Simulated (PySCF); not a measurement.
# Level of theory and bond dissociation enthalpies: germane

Structure: `[GeH4]` (GeH4). Optimised structure (Å), atoms numbered from 1:
```
Ge    0.0041    0.0025   -0.0086
H    -0.6156   -0.8786   -1.1051
H     0.5693   -0.8905    1.1075
H    -1.0743    0.9303    0.5736
H     1.1370    0.8490   -0.6109
```

All levels share the PBE0-D3(BJ)/def2-SVP structures and the PBE0-D3(BJ)/def2-SVP thermal terms; only the single-point energies (PySCF) change. Values are bond dissociation enthalpies (298 K, kJ/mol).

| level | Ge1–H | time |
| --- | --- | --- |
| M06-2X/aug-cc-pVDZ | 330 | 4.3 s |
| M06-2X/def2-TZVP | 337 | – |
| M06/def2-TZVP | 363 | 4.3 s |

Times are wall times for all single points of a level on 1 thread of Arm Neoverse V1, a shared host; the dash marks the run that also made the structures.

The spread: 33 kJ/mol, from 330 to 363.

Known limits: spin-orbit coupling is left out of the energies, which matters for open shells on the heavier atoms; atoms from Ga to Kr are treated without relativity.
